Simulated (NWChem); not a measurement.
System: SiNH₅; SMILES N[SiH3]

Parts of the log:

```
             Northwest Computational Chemistry Package (NWChem) 7.3.0
             --------------------------------------------------------

 CS  symmetry detected

                             Geometry "geometry" -> ""
                             -------------------------

 Output coordinates in angstroms (scale by  1.889725989 to convert to a.u.)

  No.       Tag          Charge          X              Y              Z
 ---- ---------------- ---------- -------------- -------------- --------------
    1 Si                  14.0000    -0.00624178    -0.57853103     0.00000000
    2 N                    7.0000    -0.04996566     1.15955538     0.00000000
    3 H                    1.0000    -0.71264878    -1.04870854    -1.22112700
    4 H                    1.0000    -0.71264878    -1.04870854     1.22112700
    5 H                    1.0000     1.34437051    -1.22455526     0.00000000
    6 H                    1.0000     0.25903584     1.65225954    -0.83027100
    7 H                    1.0000     0.25903584     1.65225954     0.83027100

 Effective nuclear repulsion energy (a.u.)      64.3900755022

      Symmetry information
      --------------------

 Group name             Cs
 Group number              2
 Group order               2
 No. of unique centers     5

                                 NWChem DFT Module
                                 -----------------

 Summary of "ao basis" -> "ao basis" (spherical)
 ------------------------------------------------------------------------------
       Tag                 Description            Shells   Functions and Types
 ---------------- ------------------------------  ------  ---------------------
 Si                          6-31g*                  8       18   4s3p1d
 N                           6-31g*                  6       14   3s2p1d
 H                           6-31g*                  2        2   2s

      Symmetry analysis of basis
      --------------------------

        a'         29
        a"         13

            General Information
            -------------------
          SCF calculation type: DFT
          Wavefunction type:  closed shell.
          No. of atoms     :     7
          No. of electrons :    26
           Alpha electrons :    13
            Beta electrons :    13
          Charge           :     0
          Spin multiplicity:     1
          Use of symmetry is: on ; symmetry adaption is: on
          Maximum number of iterations: 150
          AO basis - number of functions:    42
                     number of shells:    24
          Convergence on energy requested:  1.00D-06
          Convergence on density requested:  1.00D-05
          Convergence on gradient requested:  5.00D-04

              XC Information
              --------------
                         PBE0 Method XC Functional
                     Hartree-Fock (Exact) Exchange  0.250
          PerdewBurkeErnzerhof Exchange Functional  0.750
            Perdew 1991 LDA Correlation Functional  1.000 local
           PerdewBurkeErnz. Correlation Functional  1.000 non-local

             Grid Information
             ----------------
          Grid used for XC integration:  medium
          Radial quadrature: Mura-Knowles
          Angular quadrature: Lebedev.
          Tag              B.-S. Rad. Rad. Pts. Rad. Cut. Ang. Pts.
          ---              ---------- --------- --------- ---------
          Si                  1.10       88           8.0       590
          N                   0.65       49           8.0       434
          H                   0.35       45           9.0       434
          Grid pruning is: on
          Number of quadrature shells:   272
          Spatial weights used:  Erf1

      Superposition of Atomic Density Guess
      -------------------------------------

 Sum of atomic energies:        -345.60220846

      Non-variational initial energy
      ------------------------------

 Total energy =    -346.392870
 1-e energy   =    -604.174506
 2-e energy   =     193.391561
 HOMO         =      -0.332608
 LUMO         =       0.049581

      Symmetry analysis of molecular orbitals - initial
      -------------------------------------------------

  Numbering of irreducible representations:

     1 a'          2 a"

  Orbital symmetries:

     1 a'          2 a'          3 a'          4 a'          5 a"
     6 a'          7 a'          8 a'          9 a"         10 a'
    11 a'         12 a"         13 a'         14 a'         15 a"
    16 a'         17 a'         18 a'         19 a"         20 a'
    21 a'         22 a"         23 a'

     ---------------------------------------------
      Total Density - Mulliken Population Analysis
     ---------------------------------------------

    Atom       Charge   Shell Charges
 -----------   ------   -------------------------------------------------------
    1 Si  14    13.42   2.00  2.00  5.97  0.94  1.60  0.29  0.45  0.16
    2 N    7     8.23   2.00  0.82  2.67  0.83  1.90  0.01
    3 H    1     1.07   0.48  0.59
    4 H    1     1.07   0.48  0.59
    5 H    1     1.09   0.48  0.61
    6 H    1     0.56   0.41  0.15
    7 H    1     0.56   0.41  0.15

   convergence    iter        energy       DeltaE   RMS-Dens  Diis-err
 ---------------- ----- ----------------- --------- --------- ---------
 d= 0,ls=0.0,diis     1   -347.0102252904 -4.11D+02  1.46D-02  2.66D-01
 d= 0,ls=0.0,diis     2   -347.0114192112 -1.19D-03  8.42D-03  2.64D-01
 d= 0,ls=0.0,diis     3   -347.0400248907 -2.86D-02  1.76D-03  1.43D-02
 d= 0,ls=0.0,diis     4   -347.0416176696 -1.59D-03  2.79D-04  1.29D-04
 d= 0,ls=0.0,diis     5   -347.0416364382 -1.88D-05  5.00D-05  3.59D-06
 d= 0,ls=0.0,diis     6   -347.0416369838 -5.46D-07  8.99D-06  1.79D-07

         Total DFT energy =     -347.041636983786
      One electron energy =     -606.598288590925
           Coulomb energy =      224.693224166767
    Exchange-Corr. energy =      -29.526648061792
 Nuclear repulsion energy =       64.390075502163

 Numeric. integr. density =       26.000006072087

                  Occupations of the irreducible representations
                  ----------------------------------------------

                     irrep           alpha         beta
                     --------     --------     --------
                     a'               10.0         10.0
                     a"                3.0          3.0

                       DFT Final Molecular Orbital Analysis
                       ------------------------------------

 Vector   11  Occ=2.000000D+00  E=-3.543606D-01  Symmetry=a'
              MO Center=  1.9D-01, -6.0D-01,  7.2D-14, r^2= 2.6D+00
   Bfn.  Coefficient  Atom+Function         Bfn.  Coefficient  Atom+Function
  ----- ------------  ---------------      ----- ------------  ---------------
     7      0.392120  1 Si px                38      0.232247  5 H  s
    37      0.216095  5 H  s                 21      0.175263  2 N  px
     3     -0.163955  1 Si px                34     -0.158939  3 H  s
    36     -0.158939  4 H  s                 33     -0.143490  3 H  s
    35     -0.143490  4 H  s                 25      0.131916  2 N  px

 Vector   12  Occ=2.000000D+00  E=-3.466431D-01  Symmetry=a"
              MO Center= -4.7D-01, -8.3D-01, -7.4D-14, r^2= 2.3D+00
   Bfn.  Coefficient  Atom+Function         Bfn.  Coefficient  Atom+Function
  ----- ------------  ---------------      ----- ------------  ---------------
     9      0.403693  1 Si pz                34     -0.271023  3 H  s
    36      0.271023  4 H  s                 33     -0.237435  3 H  s
    35      0.237435  4 H  s                  5     -0.166690  1 Si pz
    23     -0.094491  2 N  pz                13      0.088637  1 Si pz
    27     -0.068550  2 N  pz                17      0.065196  1 Si d  1

 Vector   13  Occ=2.000000D+00  E=-2.627001D-01  Symmetry=a'
              MO Center=  3.4D-02,  7.1D-01,  9.9D-17, r^2= 2.1D+00
   Bfn.  Coefficient  Atom+Function         Bfn.  Coefficient  Atom+Function
  ----- ------------  ---------------      ----- ------------  ---------------
    21      0.511223  2 N  px                25      0.453242  2 N  px
    38     -0.280979  5 H  s                 37     -0.149648  5 H  s
    24     -0.141334  2 N  s                 22     -0.113454  2 N  py
    34      0.112863  3 H  s                 36      0.112863  4 H  s
    26     -0.102513  2 N  py                14      0.083863  1 Si d -2

 Vector   14  Occ=0.000000D+00  E= 3.295766D-02  Symmetry=a'
              MO Center=  1.6D-01, -2.5D-01, -1.1D-14, r^2= 4.7D+00
   Bfn.  Coefficient  Atom+Function         Bfn.  Coefficient  Atom+Function
  ----- ------------  ---------------      ----- ------------  ---------------
    24     -1.054331  2 N  s                 12      1.038727  1 Si py
    10      0.270962  1 Si s                  8      0.261965  1 Si py
    11      0.240046  1 Si px                40      0.239098  6 H  s
    42      0.239098  7 H  s                 34      0.228697  3 H  s
    36      0.228697  4 H  s                 25     -0.153068  2 N  px

 Vector   15  Occ=0.000000D+00  E= 8.766901D-02  Symmetry=a"
              MO Center=  3.7D-01, -5.1D-01,  2.9D-16, r^2= 4.1D+00
   Bfn.  Coefficient  Atom+Function         Bfn.  Coefficient  Atom+Function
  ----- ------------  ---------------      ----- ------------  ---------------
    13      1.475799  1 Si pz                34      1.005036  3 H  s
    36     -1.005036  4 H  s                  9      0.332855  1 Si pz
    27     -0.144158  2 N  pz                17     -0.138652  1 Si d  1
    40      0.124000  6 H  s                 42     -0.124000  7 H  s
    33      0.120757  3 H  s                 35     -0.120757  4 H  s

[...]
```

Level: PBE0/6-31G* (spherical d). Geometry: optimised at B3LYP/6-31G* (spherical d).

Q: Which NWChem input produces such a log?

A: One answer among several that fit: the input that was run:
```
start job
memory heap 200 mb stack 900 mb global 1100 mb
geometry units angstroms noautoz
  Si    -0.008112     0.558796     0.000000
  N     -0.043011    -1.179490     0.000000
  H     -0.716897     1.025381    -1.221127
  H     -0.716897     1.025381     1.221127
  H      1.339203     1.211669     0.000000
  H      0.268488    -1.670619    -0.830271
  H      0.268488    -1.670619     0.830271
end
basis spherical
  * library 6-31g*
end
dft
  xc pbe0
  iterations 150
  mulliken
end
task dft energy
```
